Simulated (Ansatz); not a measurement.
AlClFH3O4Si, SMILES `O[Si](O)(O)[O][Al]([F])[Cl]` at its PBE0-D4/def2-TZVP geometry, where that method's forces vanish. Charge 0, multiplicity 1.

| atom | x (Å) | y (Å) | z (Å) |
| --- | --- | --- | --- |
| O1 | -0.940 | 0.978 | 1.518 |
| Si2 | -0.011 | 0.786 | 0.195 |
| O3 | 1.296 | 1.737 | 0.427 |
| O4 | -0.897 | 1.162 | -1.120 |
| O5 | 0.465 | -0.739 | -0.057 |
| Al6 | 0.177 | -2.304 | -0.553 |
| F7 | 1.397 | -3.144 | -1.246 |
| Cl8 | -1.640 | -3.252 | -0.274 |
| H9 | -0.487 | 1.214 | 2.329 |
| H10 | 2.054 | 1.596 | -0.140 |
| H11 | -1.416 | 1.966 | -1.080 |

(1) For each bond, give half the difference of the two atoms' forces along it (eV/Å; positive pushes the atoms apart) under PBE-D4, r2SCAN-D4, B3LYP-D4, ωB97M-V in def2-TZVPP. (Estimate.)

## Answers

(1) Ansatz gave: 
| bond | length (Å) | PBE-D4 | r2SCAN-D4 | B3LYP-D4 | ωB97M-V |
| --- | --- | --- | --- | --- | --- |
| O1–Si2 | 1.628 | 0.18 | 0.03 | 0.07 | 0.07 |
| O1–H9 | 0.958 | 0.31 | 0.00 | -0.03 | -0.07 |
| Si2–O3 | 1.633 | 0.16 | 0.03 | 0.06 | 0.07 |
| Si2–O4 | 1.630 | 0.19 | 0.04 | 0.08 | 0.08 |
| Si2–O5 | 1.617 | 0.13 | 0.01 | 0.04 | 0.00 |
| O3–H10 | 0.958 | 0.30 | 0.01 | -0.03 | -0.07 |
| O4–H11 | 0.958 | 0.31 | 0.01 | -0.03 | -0.06 |
| O5–Al6 | 1.666 | 0.00 | -0.01 | -0.03 | -0.01 |
| Al6–F7 | 1.636 | 0.37 | 0.04 | 0.08 | 0.10 |
| Al6–Cl8 | 2.068 | 0.01 | 0.02 | 0.07 | 0.01 |

B3LYP here is the variant with VWN-RPA as its local correlation; programs differ in this.
